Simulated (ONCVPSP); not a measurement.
**What one change does to a pseudopotential (Dy (Z = 66), ONCV)**

ONCVPSP 4.0.1 input, shortened (lines: element, Z, core and valence counts, functional; n l f; lmax; l rc ep ncon nbas qcut; lloc lpopt rc5 dvloc0; l nproj debl; icmod fcfact rcfact), PBEsol, scalar-relativistic:

```
  Dy 66.00   10    4  -116133      upf
    1    0    2.00
    2    0    2.00
    2    1    6.00
    3    0    2.00
    3    1    6.00
    3    2   10.00
    4    0    2.00
    4    1    6.00
    4    2   10.00
    4    3    9.00
    5    0    2.00
    5    1    6.00
    5    2    1.00
    6    0    0.50
    2
    0    1.95    0.00    4    8    6.60
    1    1.95    0.00    3    7    6.70
    2    2.05    0.00    4    8    4.50
    4    4    1.60    3.00
    0    2    3.90
    1    1    2.60
    2    2    1.90
    1    0.30    0.00
```

Change: all radii but the core radius scaled by about 0.87 (s 1.70, p 1.70, d 1.78 bohr); local potential polynomial inside 1.40 bohr (lpopt 4, dvloc0 3 Ha).

Cutoffs: the cutoffs (Ha) at which the residual kinetic energy of the hardest occupied pseudo-wave falls to 1 and 0.1 mHa per electron; they do not see the model core or the augmentation charge, which bear on the density cutoff. Errors are all-electron minus pseudo energies relative to the spin-unpolarised reference configuration.

Question: How do hardness, ghosts and transferability respond?

Answer: The potential gets harder (15 Ha and 18 Ha → 17 Ha and 20 Ha); the errors of the 4 common tests hardly move; neither file shows a bound ghost. A smaller radius makes the pseudo-wave follow the all-electron one further in, where it bends more sharply, so more plane waves are needed.

```tsv
quantity	base	changed
cutoff, loose	15 Ha	17 Ha
cutoff, tight	18 Ha	20 Ha
loose cutoff by channel	s 15 Ha, p 14 Ha, d 9.0 Ha	s 17 Ha, p 16 Ha, d 9.1 Ha
bound ghosts	none	none
GHOST(+) flags under 300 eV	none	none
error for 5s2 5p6 5d1 6s2, meV [ΔE -12.34 eV]	-4.5	-4.1
error for 5s2 5p6 5d1 6s1, meV [ΔE -5.47 eV]	-0.1	-0.1
error for 5s2 5p6 5d1 6s0, meV [ΔE 6.90 eV]	-4.5	-4.4
error for 5s1 5p6 5d1 6s2, meV [ΔE 46.25 eV]	-337	-299
rms error of d²Exc/dni dnj with the model core, mHa	0.13	0.23
```
